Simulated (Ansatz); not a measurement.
These are frozen-core CCSD(T)/cc-pVDZ // B3LYP-D3(BJ)/def2-SVP run with Ansatz (an electronic-structure program) values and carry that method's errors. The restricted HF reference is unstable towards unrestricted orbitals.

Ansatz 0.2 input:
```yaml
crystal:
  periodic: [false, false, false]
  atoms:
    - { symbol: B, position_ang: [-3.409377, 0.114096, -1.153939] }
    - { symbol: C, position_ang: [-2.021226, -0.010049, -0.461031] }
    - { symbol: C, position_ang: [-1.917272, -0.4749, 0.887883] }
    - { symbol: C, position_ang: [-0.676406, -0.57059, 1.464302] }
    - { symbol: F, position_ang: [-0.539819, -1.000284, 2.723085] }
    - { symbol: C, position_ang: [0.488397, -0.217991, 0.742122] }
    - { symbol: C, position_ang: [1.799478, -0.294326, 1.277706] }
    - { symbol: C, position_ang: [2.878134, 0.069625, 0.499833] }
    - { symbol: C, position_ang: [2.690348, 0.520965, -0.833613] }
    - { symbol: C, position_ang: [1.426942, 0.603373, -1.374019] }
    - { symbol: C, position_ang: [0.283262, 0.237271, -0.606152] }
    - { symbol: N, position_ang: [-0.941195, 0.332249, -1.172695] }
    - { symbol: H, position_ang: [-3.479635, 0.512305, -2.285883] }
    - { symbol: H, position_ang: [-4.408503, -0.191018, -0.548527] }
    - { symbol: H, position_ang: [-2.808073, -0.750243, 1.453923] }
    - { symbol: H, position_ang: [1.934165, -0.642098, 2.302835] }
    - { symbol: H, position_ang: [3.88889, 0.011397, 0.91019] }
    - { symbol: H, position_ang: [3.560033, 0.803929, -1.431104] }
    - { symbol: H, position_ang: [1.251858, 0.946287, -2.394916] }
basis:
  gaussian: { orbitals: cc-pVDZ }
correlation:
  method: ccsd_t
```

Output:

```
Functional definition: HF
1889 factors; integrals over basis functions are off by at most 1.0e-3 eV
mean field evaluation 1: about -14238.6115 eV, gradient 4.2e1 eV
mean field evaluation 2: about -14239.1923 eV, gradient 4.2e1 eV
mean field evaluation 4: about -14244.5904 eV, gradient 7.7e0 eV
mean field evaluation 8: about -14244.7751 eV, gradient 5.0e-1 eV
mean field evaluation 16: about -14244.7779 eV, gradient 2.7e-6 eV
mean field evaluation 32: about -14235.4907 eV, gradient 1.4e1 eV
mean field -14244.77786266 eV, -523.4859309956 hartree, gradient 2.7e-6 eV, S^2 0.000000; 0 other end points of the search recorded, 0 dependent functions left out; unrestricted orbitals would lower it
12 core orbitals not correlated
reference -14244.77786266 eV, -523.4859309956 hartree; 29, 29 occupied and 162, 162 virtual orbitals, 1889 factors
second order -42.95133669 eV of doubles, -0.00000000 eV of singles
cycle   1  -42.76052188 eV  change    1.9e-1 eV  update   1.7e-1
cycle   2  -44.02500802 eV  change    -1.3e0 eV  update   5.7e-2
cycle   3  -44.33227470 eV  change   -3.1e-1 eV  update   2.5e-2
cycle   4  -44.33284979 eV  change   -5.8e-4 eV  update   7.7e-3
cycle   5  -44.33218854 eV  change    6.6e-4 eV  update   3.9e-3
cycle   6  -44.33429534 eV  change   -2.1e-3 eV  update   1.2e-3
cycle   7  -44.33405936 eV  change    2.4e-4 eV  update   5.3e-4
cycle   8  -44.33382958 eV  change    2.3e-4 eV  update   2.1e-4
cycle   9  -44.33384872 eV  change   -1.9e-5 eV  update   1.0e-4
cycle  10  -44.33387878 eV  change   -3.0e-5 eV  update   4.1e-5
perturbative correction -1.97236648 eV, -0.0724831313 hartree
Total energy: -14291.08410793 eV, -525.1876541216 hartree
```

Cost: roughly 16 core-minutes.
